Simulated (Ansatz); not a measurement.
Consider the formal exchange of groups at the Al–C bond: `F/C=[CH]/[AlH2]` + `ClC1(Cl)BO1` → `[AlH2][C]1(Cl)BO1` + `F/C=C/Cl`.

Computed with Ansatz on PBE0-D4/def2-TZVP structures; ΔE is electronic, products minus reactants. CCSD(T)/CBS adds triple-zeta CCSD(T) − MP2 to the extrapolated MP2 energy (def2 sets, frozen cores). Double bonds are as drawn, so ΔE can hold a change between cis and trans. Functionals use def2-TZVPP. B3LYP here is the variant with VWN-RPA as its local correlation; programs differ in this.

`F/C=[CH]/[AlH2]`:

Z-matrix (Å, degrees):
```
C
C 1 1.326
F 1 1.337 2 123.5
H 1 1.087 2 126.0 3 -180.0
Al 2 1.927 1 118.2 3 180.0
H 2 1.088 1 116.4 3 0.0
H 5 1.584 2 121.1 1 -180.0
H 5 1.587 2 117.0 1 0.0
```

`ClC1(Cl)BO1`:

Z-matrix (Å, degrees):
```
C
Cl 1 1.741
B 1 1.506 2 123.0
Cl 1 1.741 2 112.8 3 -167.6
O 1 1.451 2 113.7 3 61.2
H 3 1.180 1 160.1 2 -83.2
```

`[AlH2][C]1(Cl)BO1`:

Z-matrix (Å, degrees):
```
C
Cl 1 1.780
B 1 1.520 2 113.9
Al 1 1.957 2 115.7 3 166.5
O 1 1.509 2 111.8 3 -56.7
H 3 1.182 1 157.4 2 75.1
H 4 1.579 1 119.4 2 -17.9
H 4 1.583 1 116.4 2 165.1
```

`F/C=C/Cl`:

```xyz
6

F     0.104    0.399   -1.768
C     0.446    0.148   -0.505
C    -0.475   -0.127    0.401
Cl   -0.056   -0.453    2.029
H     1.512    0.194   -0.323
H    -1.531   -0.161    0.167
```

```json
{"level": "BLYP", "ΔE (kJ/mol)": "18.7"}
{"level": "B3LYP", "ΔE (kJ/mol)": "20.6"}
{"level": "LC-ωPBE", "ΔE (kJ/mol)": "24.7"}
{"level": "CCSD/def2-SVP", "ΔE (kJ/mol)": "21.7"}
```

Q: What does CCSD(T)/CBS give? (Best estimate.)

A: The calculation gave: +22.7 kJ/mol. The listed levels differ from it by -4.0, -2.1, 2.0, -1.0 kJ/mol.

Largest T1 diagnostic among the species: 0.015.

Leaving LDA and LC-ωPBE aside and taking each functional with its dispersion term where it has one, the values, not all of them listed here, spread over 6.9 kJ/mol, from BLYP-D4 to PBE-QIDH. LDA lies +5.6 kJ/mol from PBE without D4. From BLYP to BHLYP (50 % exact exchange), in def2-TZVPP and without D4, ΔE moves by +4.2 kJ/mol.
